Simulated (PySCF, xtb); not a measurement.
C4H11As, SMILES [AsH2]C(C)(C)C.

GFN2-xTB (xtb) at its own geometry gives an orbital gap of 5.89 eV and a dipole moment of 1.29 D.

Geometry: PBE-D3(BJ)/def2-SVP.

Q: What does PBE/def2-TZVP (PySCF) give? (Estimate from the structure and the level; the computed values follow.)

A: gap 5.33 eV (levels -5.95 and -0.62 eV), dipole 1.03 D.
